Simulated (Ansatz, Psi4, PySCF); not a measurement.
H₁₁Si₆ (SMILES [SiH]1[SiH2][SiH2][SiH2][SiH2][SiH2]1), doublet, geometry from GFN2-xTB. Base run: PBE/STO-3G run with PySCF.

PySCF was given this input:
```python
from pyscf import gto, scf, dft

mol = gto.Mole()
mol.atom = '''
    Si   -2.00928681    0.31082660    1.04009462
    Si   -0.99917176    1.88841840   -0.30786964
    Si    1.33189105    1.86714352   -0.19955031
    Si    2.16544122   -0.29385339   -0.43750807
    Si    0.52549777   -1.90244534   -0.79030876
    Si   -1.22044177   -1.84448819    0.75266407
    H    -1.87499552    0.71935075    2.45827646
    H    -1.55553093    3.23387203   -0.11514543
    H    -1.38026573    1.55425403   -1.69439246
    H     1.70927656    2.39928772    1.12036694
    H     1.97417437    2.80156719   -1.13565077
    H     3.19097114   -0.33738215   -1.48875925
    H     2.91262466   -0.65638541    0.77738508
    H     1.09306438   -3.24634636   -0.95936981
    H    -0.08846579   -1.63116720   -2.10228082
    H    -0.77260544   -2.47247584    2.00725274
    H    -2.32326312   -2.72299726    0.32701094
'''
mol.basis = 'sto-3g'
mol.spin = 1
mol.verbose = 4
mol.build()

mf = dft.UKS(mol)
mf.xc = 'pbe'
mf.kernel()
```

The same geometry, method and basis name were run in Ansatz (a quantum-chemistry and plane-wave program) and Psi4 and PySCF, at each program's defaults and at the settings that a row names. The base is PySCF at its defaults. Differences at the defaults can come from grids, fitting, cores and function types together.

```
code and settings                                                                             ΔE vs base (µEh)  basis functions       E (Eh)  SCF cycles  dipole (D)
--------------------------------------------------------------------------------------------  ----------------  ---------------  -----------  ----------  ----------
PySCF, defaults (exact integrals, its default grid, spherical functions)                                   0.0               65  -1722.47733           9        0.46
Psi4, defaults (density fitting with its default set, its default grid, spherical functions)             -4456               65  -1722.48179           8        0.46
Ansatz, defaults (factorised integrals, its default grid, spherical functions)                            -6.5               65  -1722.47734           -           -
PySCF, density fitting with def2-universal-jkfit                                                         -4477               65  -1722.48181           9        0.46
PySCF, fine grid                                                                                          -6.2               65  -1722.47734           9        0.46
Psi4, exact integrals, spherical functions, fine grid                                                     -2.1               65  -1722.47734          11        0.46
Ansatz, high accuracy                                                                                     -4.5               65  -1722.47734           -           -
```

Open shells are given as the SCF converged; they aren't shown to be the lowest states, and a large step between rows can be another state.
